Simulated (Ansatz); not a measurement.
System: C$_{3}$H$_{8}$O$_{2}$Si (charge 0, singlet). 
Coordinates optimised at B3LYP-D3(BJ)/def2-TZVP (Ansatz, an electronic-structure program):
SMILES: C[SiH](C)OC=O
```xyz
14

C     -0.8197     1.8291    -0.0673
Si    -0.6109     0.1485     0.7038
C     -1.6202    -1.1749    -0.1283
O      1.0430    -0.2923     0.7050
C      1.7474    -0.4573    -0.4134
O      1.3232    -0.3216    -1.5300
H     -0.1737     2.5658     0.4140
H     -0.5785     1.7994    -1.1303
H     -1.8529     2.1676     0.0434
H     -0.8992     0.1959     2.1536
H     -1.3855    -1.2289    -1.1917
H     -1.4312    -2.1529     0.3183
H     -2.6860    -0.9585    -0.0200
H      2.7850    -0.7384    -0.1861
```

Dipole moments at this geometry, in debye (magnitudes).

```
level                    program  dipole (D)
-----------------------  -------  ----------
PBE/def2-TZVPD            Ansatz        1.39
BLYP/def2-TZVPD           Ansatz        1.40
B3LYP/def2-TZVPD          Ansatz        1.41
BHLYP/def2-TZVPD          Ansatz        1.42
r2SCANh/def2-TZVPD        Ansatz         [?]
CCSD(T)/aug-cc-pV(D+d)Z   Ansatz         [?]
```

Q: Fill in the missing entries.

A: 
- r2SCANh/def2-TZVPD, dipole (D): 1.39
- CCSD(T)/aug-cc-pV(D+d)Z, dipole (D): 1.31
